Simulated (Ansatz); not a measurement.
```xyz
15

C    -2.1256   -0.3484    1.6668
O    -1.0039   -0.2966    0.8510
Zr    0.4663   -0.3664   -0.3778
C     0.4080    1.6158   -1.4252
N     2.2288   -0.4091    0.6486
O     0.4684   -1.7031   -1.7714
H    -1.9240   -0.9449    2.5633
H    -2.4154    0.6593    1.9835
H    -2.9736   -0.7987    1.1391
H     0.4696    2.4481   -0.7153
H     1.2396    1.7228   -2.1304
H    -0.5236    1.7332   -1.9923
H     2.3764   -0.0709    1.5897
H     3.0901   -0.8237    0.3196
H     0.2189   -2.4175   -2.3492
```

Total charge 0; spin multiplicity 1. Zr: def2 effective core potential.

List the ωB97M-V/def2-TZVPP orbital energies in eV (the Gaussian-basis code of Ansatz). (Estimate.)

The calculation gave: Occupied: -525.81, -525.63, -393.47, -282.63, -279.75, -61.01, -37.87, -37.46, -37.12, -30.10, -29.26, -25.13, -21.32, -20.59, -16.28, -15.49, -15.15, -15.07, -15.02, -12.80, -12.71, -12.61, -11.77, -11.74, -10.74, -10.72, -9.58, -9.15. Lowest empty: 0.81, 1.34, 1.45, 1.58, 2.50, 2.59, 2.78, 3.07.
